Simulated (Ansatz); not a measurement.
CH$_{3}$ClO$_{2}$Si (`O=C[SiH](O)Cl`), relaxed with RKS PBE0-D4/def2-TZVP in Ansatz 0.2.0 from a PBE-D4/def2-SVP geometry. The force threshold is 0.005 eV/Å; the program also tests the step.

Total charge 0; spin multiplicity 1.

Start:

```xyz
8

O    -1.162    0.319   -1.477
C    -1.102   -0.340   -0.448
Si    0.467   -0.019    0.652
O     1.156    1.271   -0.137
Cl    1.584   -1.773    0.539
H    -1.895   -1.115   -0.220
H     0.253    0.290    2.097
H     0.699    1.366   -1.005
```

```csv
step,energy (eV),largest force (eV/Å),largest move (Å)
1,-25572.1341,1.172,0.000
2,-25572.1910,0.752,0.037
3 (rejected),-25572.1840,0.495,0.051
4,-25572.2038,0.284,0.025
5,-25572.2081,0.152,0.037
6,-25572.2095,0.167,0.048
7,-25572.2113,0.045,0.016
8,-25572.2114,0.056,0.013
9,-25572.2116,0.024,0.008
10,-25572.2117,0.014,0.009
11,-25572.2117,0.004,0.002
```

End:

```xyz
8

O    -1.254    0.281   -1.457
C    -1.117   -0.359   -0.441
Si    0.453   -0.014    0.612
O     1.171    1.254   -0.106
Cl    1.561   -1.735    0.524
H    -1.866   -1.136   -0.172
H     0.206    0.279    2.037
H     0.846    1.430   -0.997
```

Run time 34 s (2 threads of an INTEL XEON PLATINUM 8581C on a shared host); peak host memory 0.47 GiB.
